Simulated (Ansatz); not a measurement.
`[GeH3][SiH2][GeH2][GeH3]` and `[GeH3][GeH2][SiH2][GeH2][GeH3]` differ in one atom or group.

Ansatz, PBE0-D4/def2-TZVP geometries, multiplicity 1. Each molecule was computed in one conformer, which needn't be the lowest.

Outer-core shells of Ge are correlated without core-valence functions. Scalar relativity is left out up to krypton. Spin–orbit coupling is left out.

```tsv
property	`[GeH3][SiH2][GeH2][GeH3]`
size of the dipole moment (PBE/def2-TZVPP) / D	0.14
LUMO energy (B3LYP/def2-TZVPP) / eV	-0.40
HOMO–LUMO gap (ωB97M-V/def2-TZVPP) / eV	11.21
LUMO energy (PBE0/def2-TZVPP) / eV	-0.19
HOMO–LUMO gap (B3LYP/def2-TZVPP) / eV	7.18
vertical ionisation energy (CCSD(T)/def2-TZVPP) / eV	9.64
```

(1) Give the same properties after the change, and the shifts. (Estimate.)

## Answers

(1) Computed: 
```csv
property,`[GeH3][GeH2][SiH2][GeH2][GeH3]`,shift
size of the dipole moment (PBE/def2-TZVPP) / D,0.14,0.00
LUMO energy (B3LYP/def2-TZVPP) / eV,-0.57,-0.17
HOMO–LUMO gap (ωB97M-V/def2-TZVPP) / eV,10.99,-0.22
LUMO energy (PBE0/def2-TZVPP) / eV,-0.36,-0.17
HOMO–LUMO gap (B3LYP/def2-TZVPP) / eV,6.98,-0.20
vertical ionisation energy (CCSD(T)/def2-TZVPP) / eV,9.53,-0.11
```

Dipoles are sizes alone; their direction can turn.

B3LYP here is the variant with VWN-RPA as its local correlation; programs differ in this.
